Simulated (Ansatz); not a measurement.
Bonds to the group Y in Y-Sn(OH)3. All species are isolated molecules in the gas phase. Each species was relaxed from one start; no search for lower structures was made at this level. In the def2 sets, heavy atoms carry core potentials. Strings in code marks are SMILES.

These are PBE-D3(BJ)/def2-TZVP // PBE0-D3(BJ)/def2-SVP in Ansatz (a quantum-chemistry and plane-wave program) values and carry that method's errors. All candidates: neutral, multiplicity 1. 

```
Property                                   Value
--------------------------------------  --------
vertical ionisation energy (Delta-SCF)  10.04 eV
HOMO                                    -7.23 eV
LUMO                                    -2.63 eV
```

Problem. Name which member has these values.
A. `C[CH](C)[Sn]([OH])([OH])[OH]`
B. `[OH][Sn]([OH])([OH])[C](F)(F)F`
C. `C=C[CH2][Sn]([OH])([OH])[OH]`
D. `C[C](C)(C)[Sn]([OH])([OH])[OH]`

Solution. B, `[OH][Sn]([OH])([OH])[C](F)(F)F`. The others give `C[C](C)(C)[Sn]([OH])([OH])[OH]`: 8.82 eV, -6.32 eV, -1.87 eV; `C=C[CH2][Sn]([OH])([OH])[OH]`: 8.75 eV, -6.19 eV, -2.09 eV; `C[CH](C)[Sn]([OH])([OH])[OH]`: 9.04 eV, -6.45 eV, -1.83 eV
